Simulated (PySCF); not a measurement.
A species of formula C5H4F2 has this rotational fingerprint, computed with PBE0-D3(BJ)/def2-SVP geometry optimisation, gas phase in PySCF:

| Quantity | Value |
| --- | --- |
| Rotational constants | A = 5736, B = 1699, C = 1368 MHz |
| Dipole components | \|μa\| = 0.12 D, \|μb\| = 1.42 D, \|μc\| = 0.90 D |
| Inertial defect | -16.12 u·Å² |
| κ | -0.85 |

Problem. Which structure is it? (One computed conformer of each.)
A. `FC1=CCC=C1F`
B. `[CH2:1]=[C:2]1[CH:3]=[C:4]1[CH:5]([F:6])[F:7]` with C3–C4–C5–F6 -8°
C. `[CH:1]#[C:2]/[C:3]([F:4])=[CH:5]\[CH2:6][F:7]` with C3–C5–C6–F7 -125°

Solution. B. It is C=C1C=C1C(F)F, an asymmetric top, point group C1. The candidates at the same level (rigid rotor, commonest isotopes):

```csv
SMILES,A (MHz),B (MHz),C (MHz),μa (D),μb (D),μc (D),Δ (u·Å²),point group,rotor
FC1=CCC=C1F,3737,3144,1726,2.50,0.00,0.00,-3.14,C2v,asymmetric top
C=C1C=C1C(F)F,5736,1699,1368,0.12,1.42,0.90,-16.12,C1,asymmetric top
C#C/C(F)=C\CF,3972,1658,1225,0.64,1.40,1.26,-19.64,C1,asymmetric top
```

`C#C/C(F)=C\CF` has A 31 % too low; `FC1=CCC=C1F` has B 85 % too high. No structure here is proved a minimum.
